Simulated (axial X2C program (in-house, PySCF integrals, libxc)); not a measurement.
## Density and ELF of RuN⁺

All values were computed with an in-house all-electron X2C program for linear molecules (integrals from PySCF). Two-component (2c) means X2C with spin–orbit coupling and atomic mean-field two-electron Coulomb and Gaunt terms. Basis: Ru dyall-cv3z [12s12p8d5f3g], N dyall-av3z [7s7p3d2f] (cores contracted in-house); Gaussian nuclei, density fitting, unrestricted open shells. Masses: Ru 101.904 u, N 14.003 u.

PBE0, with spin–orbit coupling, state Ω = 0 (closed shell); Ru at z = 0, N at z = 1.518 Å.

The maps cover the half plane through the axis: z from -2.4 to 3.9 Å along the bond, ρ from 0.15 to 2.25 Å away from it (steps of 0.3 Å, the bottom row nearest the axis).

log10 of the density in e/bohr³:

digits 0 to 9 span -6.05 to 1.72 evenly
```
0112223333333222211100
0122333444433333222110
1123344444444443332210
1223445555555544433211
1233455666555555443321
2234556777666666544321
2334567787767776554322
2344567898777876654332
```

Electron localisation function (collinear form, no current term, damped to 0 at low density):

digits 0 to 9 span 0.00 to 1.00 evenly
```
0000000000000000000000
0000000000000000000000
0000000000001111000000
0000000111113443210000
0000001332135666531000
0000013675247888752000
0000136757457689874100
0000258162663729985100
```

One determinant describes the state; a PBE0 search over occupations chose it and may have missed a lower one.
